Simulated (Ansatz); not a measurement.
Species: sum formula AlH2F (charge 0, singlet). SMILES: [F][AlH2]
Structure (B3LYP-D3(BJ)/def2-TZVP (Ansatz, an electronic-structure program) minimum search):
```xyz
4

F      1.0774    -0.1894    -0.0104
Al    -0.5530     0.0972     0.0053
H     -1.4963    -1.1576     0.0018
H     -1.0116     1.5985     0.0224
```
Charge 0, spin multiplicity 1.

Parts of the frozen-core correlation energy in def2-QZVPP (Ansatz, hartree). Frozen orbitals: 6; correlated occupied orbitals by spin: 6 and 6; virtual: 175 and 175. No spin-orbit coupling. No relativistic terms.

```tsv
term	value
reference (HF)	-342.64951
MP2 opposite-spin	(withheld)
MP2 same-spin	(withheld)
CCSD correlation	(withheld)
(T)	-0.01045
T1 diagnostic	0.012
largest doubles amplitude	0.025
```

Fill in the missing entries.


- MP2 opposite-spin, value: -0.28884
- MP2 same-spin, value: -0.08013
- CCSD correlation, value: -0.38032
